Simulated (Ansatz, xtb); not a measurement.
Isomers of BrH5Si3 in order of energy

9 gas-phase structures of BrH5Si3, found in a search over its isomers (lower ones may exist). Each was relaxed with GFN2-xTB; where two conformers were screened, the lower at r2SCAN-D4/def2-SVP is listed:

A. `[SiH][SiH2][SiH2]Br`, a singlet
B. `[SiH3][Si][SiH2]Br`, a triplet
C. `[SiH][Si@H]([SiH3])Br`, a singlet
D. `[SiH3][SiH2][Si]Br`, a singlet
E. `[SiH3][Si][SiH2]Br`, a singlet
F. a singlet given by its coordinates
G. `Br[SiH]1[SiH2][SiH2]1`, a singlet
H. `[SiH3][SiH2][Si]Br`, a triplet
I. a singlet given by its coordinates

I (Å):

```yaml
atoms:
  - { symbol: Br, position_ang: [-3.2767, 2.9182, 0.3271] }
  - { symbol: Si, position_ang: [-1.8332, -2.5698, -1.5774] }
  - { symbol: Si, position_ang: [-2.5589, -0.7911, -0.3202] }
  - { symbol: Si, position_ang: [-2.1299, 1.3370, -0.8299] }
  - { symbol: H, position_ang: [-0.3852, -2.4224, -1.7384] }
  - { symbol: H, position_ang: [-2.0909, -3.8279, -0.8740] }
  - { symbol: H, position_ang: [-2.4123, -2.6741, -2.9181] }
  - { symbol: H, position_ang: [-4.0419, -0.8513, -0.2412] }
  - { symbol: H, position_ang: [-0.8167, 1.9857, -0.7387] }
```

Close contacts (Å): Br1–Si4 2.27, Si2–Si3 2.30, Si3–Si4 2.23, Si2–H5 1.46, Si2–H6 1.46, Si2–H7 1.46, Si3–H8 1.49, Si4–H9 1.47.

F (Å):

```xyz
9

Br   -2.0443    3.5946   -2.6532
Si   -2.0455   -0.5133   -2.3178
Si   -0.5290    0.6622   -1.1724
Si   -1.3442    2.7531   -0.6619
H    -2.2233   -1.9679   -2.4463
H    -2.6595   -0.0383   -3.5597
H    -0.4357   -0.0019    0.1631
H    -0.2942    3.7069   -0.2982
H    -2.4868    3.1178    0.1810
```

Close contacts (Å): Br1–Si4 2.27, Si2–Si3 2.23, Si3–Si4 2.30, Si2–H5 1.47, Si2–H6 1.46, Si3–H7 1.49, Si4–H8 1.46, Si4–H9 1.47.

Task: Estimate their order in r2SCAN-D4/def2-SVP energy at these geometries, lowest first.

Result: Calculated order at r2SCAN-D4/def2-SVP: G (0.000), I (0.462), D (0.490), F (0.600), C (0.920), E (0.937), B (1.011), A (1.029), H (1.123) eV. Less than 1 kcal/mol parts I and D; C and E; B and A, so the order within those pairs means little.

Energies above the lowest of each column, in eV; the last columns are at PBE0-D3(BJ)/def2-SVP geometries and were run for some of them only (a dash: not run or not comparable):

```
structure  GFN2-xTB  HF/STO-3G  r2SCAN-D4/def2-SVP  PBE0-D3(BJ)/def2-SVP  CCSD(T)/def2-SVP + ΔMP2/def2-TZVPP
        G     0.982      0.774               0.000                 0.000                               0.000
        I     0.444      1.264               0.462                 0.519                                   –
        D     0.197      0.000               0.490                 0.451                               0.294
        F     0.343      1.685               0.600                 0.506                               0.319
        C     0.300      0.738               0.920                     –                                   –
        E     0.000      0.862               0.937                     –                                   –
        B         –      0.739               1.011                     –                                   –
        A     0.300      0.649               1.029                     –                                   –
        H         –      0.550               1.123                     –                                   –
```

CCSD(T)/def2-SVP + ΔMP2/def2-TZVPP puts G lowest of those it was run on; GFN2-xTB picks E, HF/STO-3G picks D. Some further structures that were screened fall inside this span and aren't listed. Flexible structures stand in one conformer each, not always the lowest. Frequencies (PBE0-D3(BJ)/def2-SVP) were run for D, F, G alone. GFN2-xTB has no spin polarisation and isn't compared across spin states. Open shells are spin-unrestricted. ΔMP2 is the change of the MP2 energy from the smaller to the larger basis.

Over these structures GFN2-xTB departs from r2SCAN-D4/def2-SVP by 0.431 eV on average once a common shift is removed. A GFN2-xTB relaxation took about 0.13 s and the r2SCAN-D4/def2-SVP energy about 1.9 s on a shared host (Ansatz 0.2.0, xtb 6.7.1).
